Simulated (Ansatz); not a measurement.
Ru₂F₆, relaxed as a singlet with RKS PBE0-D4/def2-SVP in Ansatz, starting from the GFN2-xTB geometry. Force threshold 0.02 eV/Å.

In the def2 sets Ru takes a core potential; there is no spin–orbit coupling. The restricted singlet is unstable towards broken spin symmetry in Hartree–Fock (as tested in another run); at PBE0-D4/def2-SVP this wasn't settled. Another isomer (singlet) lies 0.06 eV lower at PBE0-D4/def2-SVP; other spin states weren't run for this one.

Start:

```xyz
8

Ru    0.5903    1.0934   -0.2271
Ru   -0.5432   -0.8951    0.1791
F     0.3770    2.7950   -0.6706
F    -0.8963   -0.5799    1.8718
F    -1.4730    0.8974   -0.3452
F    -0.6235   -1.4285   -1.4946
F     0.2703   -2.4898    0.6551
F     2.2984    0.6076    0.0315
```

(1) Estimate the energy that the relaxation releases and the steps that it takes.

(2) Does the start keep its bonding and symmetry?

(3) Predict the relaxed structure.

Results:

(1) 141.5 kJ/mol, in 48 steps; 81 s on 4 threads of AMD EPYC 9R45 on a shared host. The force fell under the threshold at step 13, but the optimiser went on and released 0.914 eV more. No frequencies were taken in this run, so the end may be a saddle point.

(2) Bonds lost: Ru2–F5 (atoms count from 1). Point group Cs at the start, D3d at the end, both within 0.05 Å; within 0.015 Å the end is D3.

(3) 
```csv
atom,x (Å),y (Å),z (Å)
Ru1,0.472,1.127,-0.147
Ru2,-0.473,-1.127,0.146
F3,0.956,0.953,-1.884
F4,-0.928,-0.958,1.892
F5,-1.034,2.055,0.244
F6,-1.776,-0.990,-1.105
F7,1.023,-2.061,-0.267
F8,1.760,1.002,1.121
```
Bond lengths (bridged metal pairs left out): 6 × F–Ru 1.81 Å; 1 × Ru–Ru 2.46 Å.
